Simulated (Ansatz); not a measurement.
Geometry optimisation, RKS B3LYP-D4/6-31G (Ansatz 0.2.0).

The input (input.yaml):

```yaml
crystal:
  periodic: [false, false, false]
  atoms:
    - { symbol: B, position_ang: [0.7513, 1.8768, -0.114] }
    - { symbol: C, position_ang: [-0.0278, 0.5066, 0.0286] }
    - { symbol: C, position_ang: [-0.261, 0.1853, 1.4996] }
    - { symbol: O, position_ang: [0.8724, -0.4565, -0.5802] }
    - { symbol: Si, position_ang: [-0.1565, -1.7456, -1.29] }
    - { symbol: H, position_ang: [0.9268, 2.3648, -1.2054] }
    - { symbol: H, position_ang: [1.0492, 2.5537, 0.8264] }
    - { symbol: H, position_ang: [-0.9789, 0.6469, -0.4714] }
    - { symbol: H, position_ang: [0.7544, 0.1058, 2.0744] }
    - { symbol: H, position_ang: [-0.7752, -0.7729, 1.6454] }
    - { symbol: H, position_ang: [-0.8386, 0.9783, 2.0294] }
    - { symbol: H, position_ang: [0.7524, -2.7229, -1.8729] }
    - { symbol: H, position_ang: [-1.0939, -1.1591, -2.3238] }
    - { symbol: H, position_ang: [-0.9876, -2.3903, -0.2174] }
basis:
  gaussian: { orbitals: "6-31G" }
hamiltonian:
  xc: b3lyp
  dispersion: d4
relax:
  f_tol: 0.02
  max_steps: 50
```

Launched with:

```bash
$ ansatz run input.yaml --threads 1 --pin off --max-ram 2048MiB --backend cpu --events-out ev --progress --plain --runs-dir out
```

**Question.** Where does it end, and by what steps?

**Answer.** It converged. Limits of this set-up: no polarisation functions. After 23 steps the energy has fallen by 0.685 eV; H7 moved furthest, 1.37 Å. Joined: B1–O4.

```json
{"step": "0", "energy less start (eV)": "0.0000", "largest force component (eV/Å)": "2.092", "accepted": "yes"}
{"step": "1", "energy less start (eV)": "-0.2614", "largest force component (eV/Å)": "1.244", "accepted": "yes"}
{"step": "2", "energy less start (eV)": "-0.3596", "largest force component (eV/Å)": "0.559", "accepted": "yes"}
{"step": "3", "energy less start (eV)": "-0.3752", "largest force component (eV/Å)": "0.437", "accepted": "yes"}
{"step": "4", "energy less start (eV)": "-0.3856", "largest force component (eV/Å)": "0.442", "accepted": "yes"}
{"step": "5", "energy less start (eV)": "-0.4000", "largest force component (eV/Å)": "0.069", "accepted": "yes"}
{"step": "6", "energy less start (eV)": "-0.4016", "largest force component (eV/Å)": "0.045", "accepted": "yes"}
{"step": "7", "energy less start (eV)": "-0.4050", "largest force component (eV/Å)": "0.066", "accepted": "yes"}
{"step": "8", "energy less start (eV)": "-0.4088", "largest force component (eV/Å)": "0.177", "accepted": "yes"}
{"step": "9", "energy less start (eV)": "-0.4175", "largest force component (eV/Å)": "0.210", "accepted": "yes"}
{"step": "10", "energy less start (eV)": "-0.4290", "largest force component (eV/Å)": "0.689", "accepted": "yes"}
{"step": "11", "energy less start (eV)": "-0.4743", "largest force component (eV/Å)": "0.473", "accepted": "yes"}
{"step": "12", "energy less start (eV)": "-0.5269", "largest force component (eV/Å)": "0.408", "accepted": "yes"}
{"step": "13", "energy less start (eV)": "-0.5797", "largest force component (eV/Å)": "0.405", "accepted": "yes"}
{"step": "14", "energy less start (eV)": "-0.6251", "largest force component (eV/Å)": "0.430", "accepted": "yes"}
{"step": "15", "energy less start (eV)": "-0.6408", "largest force component (eV/Å)": "0.504", "accepted": "yes"}
{"step": "16", "energy less start (eV)": "-0.5936", "largest force component (eV/Å)": "1.046", "accepted": "no"}
{"step": "17", "energy less start (eV)": "-0.6673", "largest force component (eV/Å)": "0.186", "accepted": "yes"}
{"step": "18", "energy less start (eV)": "-0.6752", "largest force component (eV/Å)": "0.125", "accepted": "yes"}
{"step": "19", "energy less start (eV)": "-0.6794", "largest force component (eV/Å)": "0.133", "accepted": "yes"}
{"step": "20", "energy less start (eV)": "-0.6820", "largest force component (eV/Å)": "0.111", "accepted": "yes"}
{"step": "21", "energy less start (eV)": "-0.6834", "largest force component (eV/Å)": "0.098", "accepted": "yes"}
{"step": "22", "energy less start (eV)": "-0.6847", "largest force component (eV/Å)": "0.056", "accepted": "yes"}
{"step": "23", "energy less start (eV)": "-0.6849", "largest force component (eV/Å)": "0.018", "accepted": "yes"}
```

```xyz
14
Properties=species:S:1:pos:R:3
B 0.797 1.288 -0.391
C -0.422 0.664 0.385
C -0.479 0.483 1.878
O 0.512 -0.417 -0.251
Si 0.088 -1.582 -1.497
H 0.642 1.647 -1.524
H 1.790 1.582 0.202
H -1.399 0.624 -0.106
H 0.530 0.433 2.297
H -1.030 -0.418 2.175
H -0.987 1.351 2.319
H 1.373 -1.976 -2.148
H -0.857 -0.954 -2.480
H -0.569 -2.753 -0.830
```

The run took 94 s on 1 thread of Arm Neoverse V2, on a shared host, peak memory 0.17 GiB.
